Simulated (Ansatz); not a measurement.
Geometry optimisation, RKS r2SCAN-D4/def2-SVP in Ansatz 0.2.0.

Input:

```yaml
crystal:
  periodic: [false, false, false]
  atoms:
    - { symbol: B, position_ang: [0.087031, -0.610342, -0.301896] }
    - { symbol: F, position_ang: [-0.189053, 0.421244, 1.989691] }
    - { symbol: Cl, position_ang: [1.602983, 0.222443, -0.629346] }
    - { symbol: Cl, position_ang: [-1.450005, 0.002848, -0.903847] }
    - { symbol: "N", position_ang: [0.118823, -1.932205, 0.356388] }
    - { symbol: H, position_ang: [-0.698467, -2.531538, 0.338301] }
    - { symbol: H, position_ang: [1.001427, -2.409884, 0.504168] }
    - { symbol: H, position_ang: [-0.149139, -0.502066, 2.074541] }
basis:
  gaussian: { orbitals: def2-SVP }
hamiltonian:
  xc: r2scan
  dispersion: d4
relax:
  f_tol: 0.03
  max_steps: 50
```

Launched with:

```bash
$ ansatz run input.yaml --threads 2 --pin off --max-ram 3072MiB --backend cpu --events-out ev --progress --plain --runs-dir out
```

Task: Where does it end, and by what steps?

Result: The run converged. After 7 steps the energy has fallen by 0.185 eV; F2 moved furthest, 0.41 Å.

```tsv
step	energy less start (eV)	largest force component (eV/Å)	accepted
0	0.0000	2.132	yes
1	-0.0908	1.989	yes
2	-0.1334	1.489	yes
3	-0.1687	0.710	yes
4	-0.1818	0.223	yes
5	-0.1839	0.138	yes
6	-0.1843	0.201	yes
7	-0.1852	0.019	yes
```

```xyz
8
Properties=species:S:1:pos:R:3
B 0.098 -0.635 -0.413
F -0.211 0.187 2.324
Cl 1.614 0.177 -0.780
Cl -1.426 -0.038 -1.059
N 0.104 -1.784 0.408
H -0.720 -2.376 0.473
H 0.976 -2.256 0.629
H -0.111 -0.615 1.846
```

Whether the end is a true minimum wasn't checked by a vibrational analysis.

Time of the run: 23 s on 2 threads of Arm Neoverse V2 (shared host), peak memory 0.16 GiB.
